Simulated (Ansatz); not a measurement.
Calculated with Ansatz (gas phase, PBE0-D4/def2-TZVP geometries, no zero-point term in ΔE). CCSD(T)/CBS is the MP2 limit (def2-TZVPP, def2-QZVPP) plus CCSD(T) − MP2 in def2-TZVPP, frozen cores. For Ge outer-core shells are correlated without core-valence functions, which leaves a few kJ/mol of doubt a bond. Scalar relativity is left out up to krypton. One conformer a species, not always the lowest.

Consider the cleavage of the Ge–Ge bond: `[GeH3][GeH2][GeH2][GeH2][GeH3]` + `O[SiH2]F` → `F[SiH2][O][GeH3]` + `[GeH3][GeH2][GeH2][GeH3]`.

| species | CCSD(T)/CBS(def2) energy (Eh) |
| --- | --- |
| `[GeH3][GeH2][GeH2][GeH2][GeH3]` | -10387.80150 |
| `O[SiH2]F` | -465.96250 |
| `F[SiH2][O][GeH3]` | -2543.28863 |
| `[GeH3][GeH2][GeH2][GeH3]` | -8310.47331 |

Question: Work out ΔE.

Answer: ΔE = (-2543.28863) + (-8310.47331) − (-10387.80150) − (-465.96250) = 0.00206 Eh = +5.4 kJ/mol.

Largest T1 diagnostic among the species: 0.012.

From BLYP to BHLYP (50 % exact exchange), in def2-TZVPP and without D4, ΔE moves by −7.2 kJ/mol. Leaving LDA and LC-ωPBE aside and taking each functional with its dispersion term where it has one, the values, not all of them listed here, spread over 25.8 kJ/mol, from B97M-V to PBE-D4. LDA lies +5.8 kJ/mol from PBE without D4.
